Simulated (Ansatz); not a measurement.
Program: Ansatz. Geometries: PBE0-D4/def2-TZVP. ΔE: electronic, gas phase. CCSD(T)/CBS adds triple-zeta CCSD(T) − MP2 to the extrapolated MP2 energy (def2 sets, frozen cores). This one scheme is used for every species. Functionals use def2-TZVPP. B3LYP here is the variant with VWN-RPA as its local correlation; programs differ in this.

Consider the difluorocarbene loss: `C/C(F)=C(\F)C(F)(F)F` → `CC(F)=C(F)F` + `F[C]F`.

`C/C(F)=C(\F)C(F)(F)F`:

Z-matrix (Å, degrees):
```
C
C 1 1.476
H 1 1.093 2 109.7
H 1 1.088 2 111.0 3 120.9
H 1 1.093 2 109.7 3 -118.3
F 2 1.332 1 114.0 3 59.1
C 2 1.329 1 125.9 3 -120.9
F 7 1.339 2 119.3 1 0.0
C 7 1.498 2 129.5 1 180.0
F 9 1.339 7 110.4 2 -120.8
F 9 1.339 7 110.4 2 121.2
F 9 1.326 7 112.6 2 0.2
```

`CC(F)=C(F)F`:

Cartesian coordinates in Å:
```
C -0.385 -1.085 0.216
C 0.422 0.054 -0.263
F 1.523 -0.269 -0.959
C 0.170 1.339 -0.076
F 0.917 2.321 -0.520
F -0.874 1.789 0.589
H 0.211 -1.725 0.872
H -0.726 -1.692 -0.627
H -1.256 -0.733 0.768
```

`F[C]F`:

Z-matrix (Å, degrees):
```
C
F 1 1.296
F 1 1.296 2 104.7
```

CCSD(T)/CBS gives +283.1 kJ/mol.

**Question.** Another level gave +284.3 kJ/mol. Which?
A. B3LYP/def2-TZVPP
B. PBE-D4/def2-TZVPP
C. BHLYP-D4/def2-TZVPP
D. BLYP-D4/def2-TZVPP

**Answer.** B. PBE-D4 284.3, BHLYP-D4 291.8, BLYP-D4 260.2, B3LYP 264.6 kJ/mol.

Largest T1 diagnostic among the species: 0.017.

From r2SCAN to r2SCAN0 (25 % exact exchange), in def2-TZVPP and without D4, ΔE moves by +7.9 kJ/mol. In def2-TZVPP, CCSD(T) changes the Hartree–Fock value by +26.7 kJ/mol (the triples alone add +0.7 kJ/mol) and MP2 by +46.6 kJ/mol. Leaving LDA and LC-ωPBE aside and taking each functional with its dispersion term where it has one, the values, not all of them listed here, spread over 47.5 kJ/mol, from BLYP-D4 to r2SCAN0-D4. LDA lies +61.7 kJ/mol from PBE without D4.
